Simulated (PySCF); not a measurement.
pyrazole (C3H4N2), SMILES [nH]1nccc1. Atoms are numbered in the order given.

```xyz
9

C     -0.9885     0.6849     0.0000
C      0.3663     1.1042     0.0000
N      1.2022     0.0691     0.0000
N      0.4045    -1.0077     0.0000
C     -0.9197    -0.6981     0.0000
H     -1.8845     1.3004     0.0000
H      0.7605     2.1201     0.0000
H      0.8200    -1.9312     0.0000
H     -1.6913    -1.4649     0.0000
```

Coordinates come from a B3LYP-D3(BJ)/def2-SVP optimisation.

Level of theory: PBE0/def2-TZVP (PySCF).

```yaml
total_energy: -226.02628 hartree
point_group: Cs
highest_occupied_level: -7.20 eV
lowest_empty_level: 0.40 eV
orbital_gap: 7.61 eV
dipole_moment: 0.477 e·Å
quadrupole, principal values (traceless, Buckingham form, about the centre of nuclear charge): -6.30, -3.84, 10.14 D·Å
mean_static_polarisability: 45.1 bohr³ (6.68 Å³)
polarisability_principal_values: 29.4, 51.3, 54.5 bohr³
```
